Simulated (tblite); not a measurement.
CH6F2Si3.
Atom-mapped SMILES: `[F:1][C@H:2]1[SiH2:3][Si@H:4]([F:5])[SiH2:6]1` (hydrogens: H7 on C2; H8, H9 on Si3; H10 on Si4; H11, H12 on Si6)

Geometry (GFN2-xTB, Å), atoms numbered from 1 in this order:
```xyz
12
CH6F2Si3 angstrom
F     -1.344    1.601   -0.968
C     -0.990    0.819    0.144
Si    -1.061   -1.071   -0.367
Si     1.279   -0.975   -0.386
F      1.999   -2.038    0.617
Si     0.898    1.133    0.560
H     -1.698    1.122    0.920
H     -1.739   -1.831    0.691
H     -1.844   -1.232   -1.592
H      2.097   -1.201   -1.578
H      1.050    1.305    2.010
H      1.356    2.367   -0.077
```

Computed values, GFN2-xTB/tblite, gas phase, harmonic and unscaled. The method is semi-empirical: single wavenumbers can be off by several per cent or more. Modes of hydrogen on silicon can be 10 to 20 % off. One conformer, not necessarily the lowest.

Harmonic wavenumbers (cm⁻¹): 36.1, 122.7, 129.6, 210.5, 244.7, 322.7, 323.9, 380.4, 385.7, 427.1, 451.4, 500.2, 525.7, 569.6, 601.8, 682.9, 683.4, 704.3, 765.1, 772.8, 790.6, 971.4, 1029.6, 1268.9, 2204.7, 2207.8, 2229.4, 2252.2, 2257.6, 2924.1.

A = 2679, B = 1371, C = 1026 MHz; mass 139.975 u (most abundant isotopes); point group Cs, symmetry number 1.

Zero-point energy?

Half the sum of the wavenumbers: 13488 cm⁻¹ = 38.56 kcal/mol.

Give the ideal-gas entropy at 273.15 K and 1 bar in the rigid-rotor, harmonic-oscillator model (classical rotation).

Translation 40.31, rotation 28.57, vibration 23.22: S = 92.1 cal/(mol K).

And Cp and H(273.15 K) − H(0)?

Cp = 34.64 cal/(mol K), of which vibrations give 26.69 (their classical limit is 30 R = 59.6); H(273.15 K) − H(0) = 5.70 kcal/mol without the zero-point energy, 3.52 from vibrations.

What must be added to the electronic energy to get the Gibbs energy at 273.15 K and 1 bar?

ZPE + [H(273.15 K) − H(0)] − T·S = 38.56 + 5.70 − 25.16 = 19.10 kcal/mol.

Which modes carry the vibrational entropy at 273.15 K?

36.1 cm⁻¹: 5.29; 122.7 cm⁻¹: 2.89; 129.6 cm⁻¹: 2.78; 210.5 cm⁻¹: 1.88; 244.7 cm⁻¹: 1.61; 322.7 cm⁻¹: 1.16 cal/(mol K); the other 24 give 7.61 together.

How do the functions run with temperature in this model?

| T (K) | S (cal/(mol K)) | Cp (cal/(mol K)) | H − H(0) (kcal/mol) | G − H(0) (kcal/mol) | ln q(vib) |
| --- | --- | --- | --- | --- | --- |
| 100 | 67.4 | 16.5 | 1.17 | -5.57 | 1.37 |
| 200 | 82.4 | 27.9 | 3.40 | -13.08 | 3.49 |
| 300 | 95.5 | 36.7 | 6.65 | -21.98 | 5.83 |
| 500 | 116.9 | 46.8 | 15.12 | -43.31 | 10.51 |
| 800 | 140.7 | 54.6 | 30.45 | -82.14 | 16.70 |
| 1000 | 153.3 | 57.8 | 41.71 | -111.57 | 20.29 |

q(vib) and H(0) count from the zero-point level.

Blend soft modes into free rotors: weight 1/[1 + (100 cm⁻¹/ν̃)⁴] for the oscillator and the rest for a rotor with moment μB/(μ + B), μ = h/(8π²ν), B = 10⁻⁴⁴ kg m². What vibrational entropy results?

21.60 cal/(mol K) in place of 23.22, which changes −T·S at 273.15 K by +0.44 kcal/mol.

Hindered rotation and anharmonicity are outside this model. Other conformers, if any are populated, would add a mixing term that is left out.

Hardware: one thread, Arm Neoverse N1 (aarch64), shared host with 64 logical CPUs at a one-minute load of 49. Cost: 0.65 s wall. This covers the Hessian and the dipole derivatives.
